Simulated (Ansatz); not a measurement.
Molecular dynamics of CSO

input.yaml

```yaml
crystal:
  lattice:
    - [7.926408, 0.0, 0.0]
    - [0.0, 7.926408, 0.0]
    - [0.0, 0.0, 7.926408]
  atoms:
    - { symbol: O, position: [0.09782382, 0.45300302, 0.35065803] }
    - { symbol: C, position: [0.05065946, 0.40504243, 0.4817447] }
    - { symbol: S, position: [-0.01235725, 0.34190452, 0.65817188] }
    - { symbol: O, position: [0.67740303, 0.46647869, 0.30627931] }
    - { symbol: C, position: [0.57795827, 0.56449494, 0.2589135] }
    - { symbol: S, position: [0.44410939, 0.69534646, 0.19600731] }
    - { symbol: O, position: [0.5145713, 0.20827658, 0.6829047] }
    - { symbol: C, position: [0.44880164, 0.22442582, 0.81386301] }
    - { symbol: S, position: [0.35978713, 0.24643381, 0.98880378] }
    - { symbol: O, position: [1.02749647, 0.82305155, 0.06534956] }
    - { symbol: C, position: [0.94997267, 0.94718997, 0.08359777] }
    - { symbol: S, position: [0.84631688, 1.11323661, 0.1092042] }
    - { symbol: O, position: [0.22209254, 1.03357782, 0.38418601] }
    - { symbol: C, position: [0.21923603, 0.94681392, 0.50339204] }
    - { symbol: S, position: [0.21602837, 0.83101137, 0.66312587] }
    - { symbol: O, position: [0.80854557, 0.85783145, 0.5036896] }
    - { symbol: C, position: [0.74488533, 0.80008165, 0.62334188] }
    - { symbol: S, position: [0.66070145, 0.72267678, 0.78436355] }
basis:
  ecutwfc: 420.0
kpoints:
  mp_grid: { grid: [1, 1, 1] }
hamiltonian:
  xc: pbe
scf:
  occupations: { method: fermi_dirac, width: 0.02 }
  lower_state_search: "off"
md:
  timestep: 1.5
  n_steps: 220
  ensemble: nvt_langevin
  temperature: 1000.0
  initial_velocities: maxwell_boltzmann
  seed: 517076
  friction: 0.02
```

Launched with:

```bash
$ ansatz run input.yaml --threads 1 --pin off --max-ram 3072MiB --backend cpu --events-out ev --progress --plain --runs-dir out
```

It starts from a relaxed structure.

Output, in part (step lines):

```
md step     0: t =     0.00 fs  T =   944.4 K  F+E_penalty+E_count = -10317.25281781 eV  E_kin = 2.197420 eV  (11 SCF iters)
md step     1: t =     1.50 fs  T =   863.4 K  F+E_penalty+E_count = -10317.05019638 eV  E_kin = 2.008797 eV  (11 SCF iters)
md step     2: t =     3.00 fs  T =   749.3 K  F+E_penalty+E_count = -10316.61382785 eV  E_kin = 1.743334 eV  (10 SCF iters)
md step     3: t =     4.50 fs  T =   631.5 K  F+E_penalty+E_count = -10316.39426441 eV  E_kin = 1.469272 eV  (10 SCF iters)
md step     4: t =     6.00 fs  T =   751.5 K  F+E_penalty+E_count = -10316.62513841 eV  E_kin = 1.748522 eV  (10 SCF iters)
md step     5: t =     7.50 fs  T =   905.8 K  F+E_penalty+E_count = -10316.91815223 eV  E_kin = 2.107596 eV  (8 SCF iters)
md step     6: t =     9.00 fs  T =   888.6 K  F+E_penalty+E_count = -10316.82898111 eV  E_kin = 2.067538 eV  (8 SCF iters)
md step     7: t =    10.50 fs  T =   665.9 K  F+E_penalty+E_count = -10316.37690646 eV  E_kin = 1.549385 eV  (8 SCF iters)
[... lines left out ...]
md step   220: t =   330.00 fs  T =   940.2 K  F+E_penalty+E_count = -10315.47544693 eV  E_kin = 2.187459 eV  (10 SCF iters)
```

The steps, from the saved trajectory:

```json
{"time (fs)": "0.0", "T (K)": "944", "potential energy less start (eV)": "0.000"}
{"time (fs)": "10.5", "T (K)": "666", "potential energy less start (eV)": "0.876"}
{"time (fs)": "21.0", "T (K)": "524", "potential energy less start (eV)": "1.580"}
{"time (fs)": "31.5", "T (K)": "897", "potential energy less start (eV)": "0.748"}
{"time (fs)": "42.0", "T (K)": "978", "potential energy less start (eV)": "0.730"}
{"time (fs)": "52.5", "T (K)": "751", "potential energy less start (eV)": "1.295"}
{"time (fs)": "63.0", "T (K)": "1064", "potential energy less start (eV)": "1.188"}
{"time (fs)": "73.5", "T (K)": "1069", "potential energy less start (eV)": "1.027"}
{"time (fs)": "84.0", "T (K)": "1201", "potential energy less start (eV)": "0.951"}
{"time (fs)": "94.5", "T (K)": "1078", "potential energy less start (eV)": "1.370"}
{"time (fs)": "105.0", "T (K)": "1135", "potential energy less start (eV)": "1.686"}
{"time (fs)": "115.5", "T (K)": "757", "potential energy less start (eV)": "1.895"}
{"time (fs)": "126.0", "T (K)": "799", "potential energy less start (eV)": "1.536"}
{"time (fs)": "136.5", "T (K)": "918", "potential energy less start (eV)": "1.652"}
{"time (fs)": "147.0", "T (K)": "975", "potential energy less start (eV)": "1.764"}
{"time (fs)": "157.5", "T (K)": "725", "potential energy less start (eV)": "1.758"}
{"time (fs)": "168.0", "T (K)": "771", "potential energy less start (eV)": "2.062"}
{"time (fs)": "178.5", "T (K)": "1087", "potential energy less start (eV)": "1.593"}
{"time (fs)": "189.0", "T (K)": "1214", "potential energy less start (eV)": "1.648"}
{"time (fs)": "199.5", "T (K)": "1009", "potential energy less start (eV)": "1.809"}
{"time (fs)": "210.0", "T (K)": "1041", "potential energy less start (eV)": "1.790"}
{"time (fs)": "220.5", "T (K)": "1217", "potential energy less start (eV)": "1.529"}
{"time (fs)": "231.0", "T (K)": "1055", "potential energy less start (eV)": "1.378"}
{"time (fs)": "241.5", "T (K)": "879", "potential energy less start (eV)": "1.543"}
{"time (fs)": "252.0", "T (K)": "934", "potential energy less start (eV)": "1.816"}
{"time (fs)": "262.5", "T (K)": "1009", "potential energy less start (eV)": "1.502"}
{"time (fs)": "273.0", "T (K)": "775", "potential energy less start (eV)": "2.218"}
{"time (fs)": "283.5", "T (K)": "1089", "potential energy less start (eV)": "1.812"}
{"time (fs)": "294.0", "T (K)": "1094", "potential energy less start (eV)": "1.844"}
{"time (fs)": "304.5", "T (K)": "1016", "potential energy less start (eV)": "2.151"}
{"time (fs)": "315.0", "T (K)": "1258", "potential energy less start (eV)": "2.177"}
{"time (fs)": "325.5", "T (K)": "1076", "potential energy less start (eV)": "1.637"}
```

All steps were run. A run of 0.33 ps of so small a system gives no equilibrium averages. Limits of this set-up: coarse k mesh.

Mean squared displacements from the first frame to the last, about the centre of mass: O 2.13 Å², C 0.95 Å², S 0.79 Å².

Last frame:

```xyz
18
Lattice="7.9264 0.0000 0.0000 0.0000 7.9264 0.0000 0.0000 0.0000 7.9264" Properties=species:S:1:pos:R:3
O 0.913 3.646 4.067
C 0.367 3.183 5.000
S -0.493 3.012 6.301
O 4.820 5.491 1.457
C 3.685 5.365 1.577
S 2.169 5.067 1.786
O 4.363 2.555 5.277
C 3.558 2.197 6.082
S 2.762 1.521 7.261
O 6.752 6.731 0.339
C 6.503 7.822 0.807
S 6.227 9.233 1.413
O 2.372 7.517 4.305
C 1.906 7.057 5.245
S 1.236 5.952 6.297
O 6.625 7.639 5.480
C 5.646 7.128 5.823
S 4.401 6.232 6.307
```

Run time: 11 min on 1 thread of Arm Neoverse V1 (shared host), peak memory 0.52 GiB.
